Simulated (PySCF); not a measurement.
## Excitation energies in several basis sets

Compound: C2H9GeNSi.
InChI=1S/C2H9GeNSi/c1-5-3-2-4-5/h4-5H,2-3H2,1H3/t5-/m0/s1

TDDFT with PBE0 (PySCF), vertical singlets, core orbitals frozen in the response, spherical d and f functions. Geometry: PBE0-D3(BJ)/def2-SVP; no solvent, vibrations or thermal averaging. The PBE0/6-31G* calculation is non-relativistic and has no spin–orbit coupling, an omission that weighs most on germanium.

```json
{"basis": "6-31G*", "functions": "110", "diffuse": "no", "S1 (eV)": "5.46", "S2 (eV)": "5.81", "S3 (eV)": "6.52", "S4 (eV)": "6.65", "S5 (eV)": "6.73", "LUMO (eV)": "0.44", "α (au)": "77.8"}
{"basis": "def2-SVP", "functions": "137", "diffuse": "no", "S1 (eV)": "5.66", "S2 (eV)": "5.95", "S3 (eV)": "6.42", "S4 (eV)": "6.75", "S5 (eV)": "6.85", "LUMO (eV)": "0.55", "α (au)": "81.7"}
{"basis": "def2-SVPD", "functions": "194", "diffuse": "yes", "S1 (eV)": "5.45", "S2 (eV)": "5.65", "S3 (eV)": "6.10", "S4 (eV)": "6.28", "S5 (eV)": "6.34", "LUMO (eV)": "0.11", "α (au)": "92.4"}
{"basis": "aug-cc-pVDZ", "functions": "213", "diffuse": "yes", "S1 (eV)": "5.18", "S2 (eV)": "5.31", "S3 (eV)": "5.66", "S4 (eV)": "6.03", "S5 (eV)": "6.07", "LUMO (eV)": "-0.13", "α (au)": "94.6"}
{"basis": "def2-TZVP", "functions": "232", "diffuse": "no", "S1 (eV)": "5.51", "S2 (eV)": "5.73", "S3 (eV)": "6.26", "S4 (eV)": "6.36", "S5 (eV)": "6.52", "LUMO (eV)": "0.28", "α (au)": "89.9"}
{"basis": "def2-TZVPD", "functions": "289", "diffuse": "yes", "S1 (eV)": "5.35", "S2 (eV)": "5.49", "S3 (eV)": "5.95", "S4 (eV)": "6.13", "S5 (eV)": "6.21", "LUMO (eV)": "0.01", "α (au)": "93.9"}
```

Task: Compare the sets with the largest diffuse one.

Result: States are compared by their number. Against the largest diffuse basis here (def2-TZVPD, itself not a converged limit), sets without diffuse functions differ by up to 0.31 eV in S1 and 0.64 eV in S5; the smaller diffuse sets differ by up to 0.16 and 0.14 eV. State by state, the largest deviation of a set without diffuse functions is S1 0.31, S2 0.45, S3 0.56, S4 0.63, S5 0.64 eV. The same number needn't mean the same state in each row. Against def2-TZVPD the polarisability deviates by -17% in 6-31G*, -13% in def2-SVP, -2% in def2-SVPD, +1% in aug-cc-pVDZ, -4% in def2-TZVP.

Without π bonds the low states may be Rydberg-like; a valence basis with one diffuse set may place them up to an eV too high.
